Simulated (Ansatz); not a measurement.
C₂HF₃N (SMILES [NH+]#CC(F)(F)F), charge +1, singlet, at a GFN2-xTB geometry; CASSCF(4,6)/STO-3G (Ansatz, a first-principles code).

Here is a job for Ansatz.
Ansatz 0.2 input:
```yaml
crystal:
  periodic: [false, false, false]
  atoms:
    - {symbol: C, position_ang: [-0.00357870, -0.00388384, -0.43701688]}
    - {symbol: C, position_ang: [0.00895947, 0.00972339, 1.09409525]}
    - {symbol: F, position_ang: [0.00349931, 1.23991186, -0.85620868]}
    - {symbol: F, position_ang: [1.06817651, -0.64032281, -0.84821731]}
    - {symbol: F, position_ang: [-1.09243569, -0.62211898, -0.83068599]}
    - {symbol: N, position_ang: [0.01827385, 0.01983196, 2.23153038]}
    - {symbol: H, position_ang: [0.02663717, 0.02890836, 3.25282500]}
basis:
  gaussian:
    orbitals: STO-3G
hamiltonian:
  xc: hf
total_charge: 1
magnetization: {spin_polarized: false}
correlation: {active_space: {window: {electrons: 4, orbitals: 6}}}
```

**Question.** Predict the main parts of the log of this Ansatz run.

**Answer.** 
```
Functional definition: HF
448 factors; integrals over basis functions are off by at most 3.3e-5 eV
mean field evaluation 1: about -11502.4100 eV, gradient 4.4e1 eV
mean field evaluation 2: about -11502.5991 eV, gradient 4.4e1 eV
mean field evaluation 4: about -11508.8103 eV, gradient 6.0e0 eV
mean field evaluation 8: about -11508.9169 eV, gradient 2.4e-1 eV
mean field -11508.91724040 eV, -422.9449075604 hartree, gradient 4.1e-6 eV, S^2 0.000000; 0 other end points of the search recorded, 0 dependent functions left out
reference -11508.91724040 eV, -422.9449075604 hartree; 23, 23 occupied and 8, 8 virtual orbitals, 448 factors
state -11511.28443232 eV, -423.0319002591 hartree
Total energy: -11511.28443232 eV, -423.0319002591 hartree
```
